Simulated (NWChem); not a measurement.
# CH3ClO2Si; SMILES O=CO[SiH2]Cl

```xyz
8

O      1.0616    -1.8434     0.3928
C      0.2189    -1.8991    -0.4532
O     -0.7189    -0.9658    -0.6524
Si    -0.8304     0.4096     0.3470
Cl     0.7177     1.6973    -0.0424
H      0.1051    -2.7302    -1.1798
H     -0.8210     0.0119     1.7726
H     -2.1002     1.0376    -0.0785
```
Atoms are numbered in this order, from 1.

Level: PBE0/def2-SVP (NWChem), optimised geometry, unscaled harmonic frequencies. 

Problem. List the harmonic frequencies with IR intensities, and the thermochemistry.

Solution. 
| frequency (cm⁻¹) | IR intensity (km/mol) |
|---|---|
| 73 | 0.5 |
| 139 | 3.1 |
| 176 | 11.9 |
| 309 | 22.6 |
| 571 | 69.6 |
| 605 | 37.9 |
| 704 | 1.9 |
| 741 | 58.9 |
| 816 | 30.5 |
| 896 | 315.6 |
| 952 | 141.6 |
| 1056 | 0.2 |
| 1242 | 438.4 |
| 1395 | 5.1 |
| 1877 | 274.8 |
| 2305 | 58.5 |
| 2320 | 93.8 |
| 3075 | 57.8 |

```
Quantity                                                                           Result
-----------------------------------------------------------------------  ----------------
zero-point energy                                                           27.5 kcal/mol
thermal correction to the enthalpy at 298.15 K (with zero-point energy)     31.9 kcal/mol
heat capacity Cv                                                         19.2 cal/(mol K)
entropy at 298.15 K and 1 atm (symmetry number 1)                        79.8 cal/(mol K)
dipole moment                                                                      2.09 D
```

Rigid rotor and harmonic oscillator; modes under 100 cm⁻¹ make the entropy uncertain.
